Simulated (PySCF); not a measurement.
Zn(Cl)(SH) (ClHSZn), SMILES [SH][Zn][Cl].

The structure is a stationary point at B3LYP-D3(BJ)/def2-TZVP. Other conformers were not sampled.

Level of theory: TDA-CAM-B3LYP/def2-SVPD (PySCF).

Vertical excitations. The molecule is in vacuum. State labels are in the subgroup Cs.

```json
[
 {"state": "S1", "symmetry": "A\"", "energy (eV)": "5.01", "λ (nm)": "248", "f": "0.027", "main pairs": "HOMO→LUMO 96 %"},
 {"state": "S2", "symmetry": "A\"", "energy (eV)": "5.80", "λ (nm)": "214", "f": "0.001", "main pairs": "HOMO→LUMO+1 92 %"},
 {"state": "S3", "symmetry": "A'", "energy (eV)": "6.37", "λ (nm)": "195", "f": "0.010", "main pairs": "HOMO→LUMO+2 47 %, HOMO−1→LUMO 46 %"},
 {"state": "S4", "symmetry": "A'", "energy (eV)": "6.46", "λ (nm)": "192", "f": "0.026", "main pairs": "HOMO−3→LUMO 48 %, HOMO−1→LUMO 31 %, HOMO→LUMO+2 17 %"},
 {"state": "S5", "symmetry": "A\"", "energy (eV)": "6.48", "λ (nm)": "191", "f": "0.057", "main pairs": "HOMO−2→LUMO 80 %"},
 {"state": "S6", "symmetry": "A\"", "energy (eV)": "6.56", "λ (nm)": "189", "f": "0.000", "main pairs": "HOMO→LUMO+3 47 %, HOMO→LUMO+4 27 %, HOMO−2→LUMO 14 %"},
 {"state": "S7", "symmetry": "A'", "energy (eV)": "7.20", "λ (nm)": "172", "f": "0.209", "main pairs": "HOMO−1→LUMO+1 45 %, HOMO−3→LUMO 19 %, HOMO→LUMO+2 13 %, HOMO−1→LUMO 9 %"},
 {"state": "S8", "symmetry": "A\"", "energy (eV)": "7.35", "λ (nm)": "169", "f": "0.000", "main pairs": "HOMO−2→LUMO+1 96 %"},
 {"state": "S9", "symmetry": "A'", "energy (eV)": "7.48", "λ (nm)": "166", "f": "0.002", "main pairs": "HOMO−3→LUMO+1 76 %"},
 {"state": "S10", "symmetry": "A'", "energy (eV)": "7.66", "λ (nm)": "162", "f": "0.434", "main pairs": "HOMO−1→LUMO+1 32 %, HOMO−3→LUMO 18 %, HOMO→LUMO+2 12 %, HOMO−2→LUMO+2 10 %"},
 {"state": "T1", "symmetry": "A\"", "energy (eV)": "4.61", "λ (nm)": "269", "f": "0", "main pairs": "HOMO→LUMO 94 %"},
 {"state": "T2", "symmetry": "A\"", "energy (eV)": "5.56", "λ (nm)": "223", "f": "0", "main pairs": "HOMO→LUMO+1 72 %, HOMO→LUMO+3 14 %"},
 {"state": "T3", "symmetry": "A'", "energy (eV)": "5.82", "λ (nm)": "213", "f": "0", "main pairs": "HOMO−3→LUMO 36 %, HOMO−1→LUMO 32 %, HOMO→LUMO+2 24 %"},
 {"state": "T4", "symmetry": "A'", "energy (eV)": "6.04", "λ (nm)": "205", "f": "0", "main pairs": "HOMO→LUMO+2 57 %, HOMO−1→LUMO 38 %"}
]
```
Triplets are in the Tamm–Dancoff approximation.
